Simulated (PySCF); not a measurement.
## Working out the excitation energy of Pb

Pb [Xe] 4f14 5d10 6s2 6p2 (3P) → Pb [Xe] 4f14 5d10 6s1 6p3 (5S). All numbers are calculated (PySCF 2.14, scalar relativity through the core potential, in aug-cc-pVTZ-PP with ECP60MDF (6s5p4d2f, 55 functions)). Frozen: 5s2 5p6 5d10. Energies in hartree (1 hartree = 27.21139 eV):

```
            part   Pb (lower)   Pb (upper)
             UHF  -191.835762  -191.663258
CCSD correlation    -0.046876    -0.018567
             (T)    -0.001106    -0.000256
```

**Question.** What does Hartree-Fock give?

**Answer.** (-191.663258) − (-191.835762) = 0.172504 hartree = 4.694 eV.

**Question.** What do CCSD and CCSD(T) give?

**Answer.** The CCSD correlation energies differ by 0.028309 hartree = 0.770 eV and the triples by 0.000850 hartree = 0.023 eV, so CCSD gives 5.464 eV and CCSD(T) 5.487 eV.
